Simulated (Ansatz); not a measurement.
`N#C[Si](F)(Cl)Cl` and `C=C[Si](F)(Cl)Cl` differ in one atom or group.

Ansatz, PBE0-D4/def2-TZVP geometries, multiplicity 1. Each molecule was computed in one conformer, which needn't be the lowest.

| property | `N#C[Si](F)(Cl)Cl` |
| --- | --- |
| LUMO energy (B3LYP/def2-TZVPP) / eV | -1.67 |
| HOMO–LUMO gap (B3LYP/def2-TZVPP) / eV | 8.22 |
| size of the dipole moment (ωB97M-V/def2-TZVPP) / D | 2.37 |
| LUMO energy (PBE0/def2-TZVPP) / eV | -1.47 |
| ideal-gas entropy at 298 K and 1 bar (rigid rotor, harmonic PBE0-D4/def2-TZVP) / J/(mol·K) | 356 |
| HOMO–LUMO gap (PBE/def2-TZVPP) / eV | 6.31 |

Problem. What does the change do to each property? (Best estimate.)

Solution. The calculation gave: 
| property | `C=C[Si](F)(Cl)Cl` | shift |
| --- | --- | --- |
| LUMO energy (B3LYP/def2-TZVPP) / eV | -1.37 | 0.30 |
| HOMO–LUMO gap (B3LYP/def2-TZVPP) / eV | 7.03 | -1.19 |
| size of the dipole moment (ωB97M-V/def2-TZVPP) / D | 2.20 | -0.17 |
| LUMO energy (PBE0/def2-TZVPP) / eV | -1.17 | 0.30 |
| ideal-gas entropy at 298 K and 1 bar (rigid rotor, harmonic PBE0-D4/def2-TZVP) / J/(mol·K) | 368 | 12 |
| HOMO–LUMO gap (PBE/def2-TZVPP) / eV | 5.32 | -0.99 |

With PBE0 the HOMO rises by 1.51 eV and the LUMO rises by 0.30 eV, so the gap narrows by about 1.21 eV. PBE moves the HOMO by 1.26 eV and ωB97M-V by 1.53 eV. The zero-point energy changes by 89.8 kJ/mol with +9 modes. Dipoles are sizes alone; their direction can turn.

B3LYP here is the variant with VWN-RPA as its local correlation; programs differ in this.
